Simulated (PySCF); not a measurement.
## Two probes of the same atoms: core binding energy and nuclear shielding

Compound: C5H7NOSi.
Z-matrix (Å and degrees, PBE0-D3(BJ)/def2-SVP geometry), rows numbered from 1:
```
Si
O   1  1.6854
C   2  1.3437  1  128.31
C   3  1.3983  2  118.51  1   178.44
C   4  1.3904  3  118.42  2   179.93
N   5  1.3329  4  124.09  3    -0.06
C   6  1.3289  5  117.04  4     0.13
C   7  1.3942  6  124.12  5    -0.08
H   1  1.4921  2  110.29  3    61.17
H   1  1.4841  2  104.77  3  -179.30
H   1  1.4921  2  110.15  3   -59.79
H   4  1.0910  3  119.74  2    -0.13
H   5  1.0963  4  119.47  3   179.94
H   7  1.0964  6  116.61  5   179.93
H   8  1.0930  3  121.56  2     0.04
```

Binding energies: delta-SCF UKS SCAN, pcX-2 on the ionised atom, pcseg-1 elsewhere, spin-free X2C in PySCF 2.14.0. Shieldings: GIAO PBE0/pcSseg-1, non-relativistic, same geometry.

| atom | C 1s (eV) |
| --- | --- |
| C3 | 292.62 |
| C4 | 290.35 |
| C5 | 291.21 |

Q: What are the absolute isotropic shieldings of these atoms?

A: 
```tsv
atom	environment	C 1s (eV)	isotropic shielding (ppm)
C4	aromatic CH carbon	290.35	64.5
C5	aromatic CH next to a ring nitrogen	291.21	27.0
C3	aromatic carbon bearing oxygen	292.62	16.3
```

Q: Among the listed atoms, is the one with the highest binding energy also the least shielded?

A: Yes: C3 has both (292.62 eV, 16.3 ppm).

By binding energy: C4 < C5 < C3. By shielding: C3 < C5 < C4.

Of atoms equivalent by bonding only the ionised one is listed; its partners' own values can differ in this conformer. Spin contamination (⟨S²⟩ against 0.75 for a pure doublet) is marked for C 1s of C3 (0.87), which makes this value less certain. Isolated species at its PBE0-D3(BJ)/def2-SVP geometry (one conformer only).
